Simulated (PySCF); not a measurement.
Compound: H₁₀O₂Si₄.
Bonds: Si1–O2, O2–Si3, Si3–Si4, Si4–O5, O5–Si6. Hydrogens: H7, H8, H9 on Si1; H10, H11 on Si3; H12, H13 on Si4; H14, H15, H16 on Si6.

The calculation used PySCF, PBE0-D3(BJ)/def2-SVP geometry optimisation, gas phase.

(1) List the bond lengths, angles and torsions at this level.

## Answers

(1) 
```json
{"bond": "Si1–O2, O5–Si6", "length (Å)": "1.657", "order": "single"}
{"bond": "O2–Si3, Si4–O5", "length (Å)": "1.665", "order": "single"}
{"bond": "Si3–Si4", "length (Å)": "2.343", "order": "single"}
{"bond": "Si1–H7 and 5 like bonds", "length (Å)": "1.493", "order": "single"}
{"bond": "Si3–H10 and 3 like bonds", "length (Å)": "1.497", "order": "single"}
```

Bonds in one row agree within 0.01 Å and their mean is given. Orders are formal, as drawn. A selection of angles:
```json
{"angle": "O2–Si1–H7", "degrees": "108.4"}
{"angle": "O2–Si1–H8", "degrees": "110.3"}
{"angle": "O2–Si1–H9", "degrees": "110.6"}
{"angle": "H7–Si1–H8", "degrees": "109.2"}
{"angle": "Si1–O2–Si3", "degrees": "149.0"}
{"angle": "O2–Si3–Si4", "degrees": "106.8"}
{"angle": "O2–Si3–H10", "degrees": "110.6"}
{"angle": "O2–Si3–H11", "degrees": "109.3"}
{"angle": "Si4–Si3–H10", "degrees": "111.0"}
{"angle": "H10–Si3–H11", "degrees": "107.9"}
{"angle": "Si4–O5–Si6", "degrees": "144.1"}
```

Torsions: Si1–O2–Si3–Si4 -121° (anticlinal); O2–Si3–Si4–O5 179° (antiperiplanar); Si3–Si4–O5–Si6 -179° (antiperiplanar). The mirror-image conformer, all signs reversed, is as good.

Si1 (oxygen-bound silicon) is tetrahedral (angles from 108.4° to 110.6°). Si3 (oxygen-bound silicon) is tetrahedral (angles from 106.8° to 111.3°).

Point group: C1 (no symmetry element, even within 0.4 Å). Whether it is a minimum is left open (no frequencies). One conformer, not necessarily the lowest.
